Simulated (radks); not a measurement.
The numbers below are computed, except where a source is named.
Spin polarisation of the 5p5 shell in I. Start: [Kr] 4d10 5s2 5p(up 2.5, down 2.5); electrons of 5p are moved from spin down to spin up, other shells keep equal spins. Level of theory: scalar-relativistic Kohn-Sham, PBEsol, spin-polarised, spherical densities, finite nucleus; Fermi nuclear charge, rms radius of each element as measured or else 0.836 A^(1/3) + 0.57 fm (a radial shooting solver on a logarithmic mesh with Libxc functionals).

moment (Bohr magnetons)  E - E(0) (eV)  e(5p up) (eV)  e(5p down) (eV)  5s down minus up (eV)  4d down minus up (eV)
0                                0.000         -7.098           -7.098                  0.000                  0.000
0.25                            -0.009         -7.172           -7.021                  0.150                  0.026
0.5                             -0.038         -7.243           -6.940                  0.300                  0.052
0.75                            -0.085         -7.311           -6.857                  0.450                  0.079
1                               -0.151         -7.376           -6.770                  0.601                  0.105

At moment 1 the spin-polarisation energy is -0.151 eV and the 5p exchange splitting 0.607 eV, that is 0.607 eV per Bohr magneton; E = -I m^2/4 would give I = 0.605 eV.
